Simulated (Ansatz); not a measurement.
`C[S][SbH][CH3]` + `[F][ZnH]` → `[CH3][SbH2]` + `C[S][Zn][F]`  (redistribution)

Isolated molecules relaxed with PBE0-D4/def2-TZVP in Ansatz; ΔE leaves out vibrations. CCSD(T)/CBS is the MP2 limit (def2-TZVPP, def2-QZVPP) plus CCSD(T) − MP2 in def2-TZVPP, frozen cores. DFT in def2-TZVPP. B3LYP here is the variant with VWN-RPA as its local correlation; programs differ in this. Elements past krypton have def2 core potentials. For Sb, Zn outer-core shells are correlated without core-valence functions, which leaves a few kJ/mol of doubt a bond. Scalar relativity is left out up to krypton. One conformer a species, not always the lowest.

`C[S][SbH][CH3]`:

Z-matrix (Å, degrees):
```
C
S 1 1.814
H 1 1.090 2 111.8
H 1 1.090 2 111.5 3 -123.4
H 1 1.091 2 106.4 3 118.3
Sb 2 2.419 1 100.1 3 66.1
C 6 2.157 2 97.4 1 -113.0
H 6 1.711 2 92.5 1 153.4
H 7 1.090 6 108.7 2 77.6
H 7 1.092 6 109.3 2 -163.2
H 7 1.088 6 109.9 2 -42.4
```

`[F][ZnH]`:

```xyz
3

F     0.961    0.165   -1.354
Zn   -0.047   -0.008    0.066
H    -0.914   -0.157    1.289
```

`[CH3][SbH2]`:

Cartesian coordinates in Å:
```
C -0.858 -0.159 0.000
Sb 1.237 -0.506 0.401
H -1.241 -0.986 -0.598
H -1.395 -0.132 0.948
H -1.004 0.778 -0.532
H 1.522 1.086 0.959
H 1.739 -0.081 -1.178
```

`C[S][Zn][F]`:

Cartesian coordinates in Å:
```
C 0.631 0.569 0.786
S -0.705 1.041 -0.363
Zn -1.134 -0.810 -1.348
F -1.501 -2.314 -2.164
H 1.512 0.210 0.257
H 0.897 1.479 1.323
H 0.300 -0.175 1.509
```

```tsv
level	ΔE (kJ/mol)	difference from CCSD(T)/CBS
r2SCAN-D4	-16.8	3.2
PBE0-D4	-16.7	3.3
B3LYP-D4	-12.6	7.4
ωB97M-V	-17.4	2.6
B2PLYP	-19.3	0.7
PBE	-16.7	3.3
B3LYP	-20.7	-0.7
CCSD/def2-TZVPP	-22.9	-2.9
MP2/def2-QZVPP	-15.5	4.5
MP2/CBS(def2)	-15.1	4.9
CCSD(T)/CBS	-20.0	0
```

Largest T1 diagnostic among the species: 0.018.

From PBE to PBE0 (25 % exact exchange), in def2-TZVPP and without D4, ΔE moves by −4.5 kJ/mol. In def2-TZVPP, CCSD(T) changes the Hartree–Fock value by +14.4 kJ/mol (the triples alone add +3.1 kJ/mol) and MP2 by +19.3 kJ/mol.
